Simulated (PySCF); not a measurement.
# Electronic structure of Ag(3+) (silver, charge +3) at the UHF level

Configuration: [Kr] 4d8, high-spin 3F determinant. Calculation: PySCF 2.14, in cc-pVTZ-PP with ECP28MDF; scalar relativity through the core potential.

* Total energy: -143.890029 hartree
* One-electron energy: -235.7079 hartree
* Hartree (Coulomb) energy: 104.1729 hartree
* Exchange energy: -12.3550 hartree
* ⟨S²⟩: 2.0037
* ⟨L²⟩: 12.049
* Sum of ⟨r⟩: 17.95 bohr
* Sum of ⟨r²⟩: 23.22 bohr²
* Time after the integrals: 0.46 s of wall time on 1 thread of Neoverse-N1 (shared host)

```tsv
shell	electrons	mean orbital energy (eV)	spread (eV)	rms radius, mean of both spins (bohr)
4s α	1	-159.68	0	0.975
4s β	1	-155.11	0	0.975
4p α	3	-117.27	0	1.06
4p β	3	-111.70	0	1.06
4d α	5	-52.663	1.405	1.35
4d β	3	-50.649	0	1.35
```

Energies and moments cover only the electrons outside the core potential.
